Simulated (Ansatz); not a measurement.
Start from `F[SiH](F)C[O][AlH2]` and change one atom or group to get `C=CC[SiH](F)F`.

Ansatz, PBE0-D4/def2-TZVP geometries, multiplicity 1. Each molecule was computed in one conformer, which needn't be the lowest.

| property | `F[SiH](F)C[O][AlH2]` |
| --- | --- |
| HOMO–LUMO gap (ωB97M-V/def2-TZVPP) / eV | 10.72 |
| size of the dipole moment (B3LYP/def2-TZVPP) / D | 2.15 |
| HOMO energy (B3LYP/def2-TZVPP) / eV | -7.88 |
| LUMO energy (PBE0/def2-TZVPP) / eV | -1.28 |
| size of the dipole moment (ωB97M-V/def2-TZVPP) / D | 2.13 |
| HOMO–LUMO gap (PBE/def2-TZVPP) / eV | 4.64 |

Problem. What does the change do to each property? (Best estimate.)

Solution. The calculation gave: 
| property | `C=CC[SiH](F)F` | shift |
| --- | --- | --- |
| HOMO–LUMO gap (ωB97M-V/def2-TZVPP) / eV | 11.60 | 0.88 |
| size of the dipole moment (B3LYP/def2-TZVPP) / D | 1.80 | -0.35 |
| HOMO energy (B3LYP/def2-TZVPP) / eV | -7.34 | 0.54 |
| LUMO energy (PBE0/def2-TZVPP) / eV | -0.21 | 1.07 |
| size of the dipole moment (ωB97M-V/def2-TZVPP) / D | 1.79 | -0.34 |
| HOMO–LUMO gap (PBE/def2-TZVPP) / eV | 5.23 | 0.59 |

With PBE0 the HOMO rises by 0.53 eV and the LUMO rises by 1.07 eV, so the gap widens by about 0.54 eV. PBE moves the HOMO by 0.25 eV and ωB97M-V by 0.64 eV. Dipoles are sizes alone; their direction can turn.

B3LYP here is the variant with VWN-RPA as its local correlation; programs differ in this.
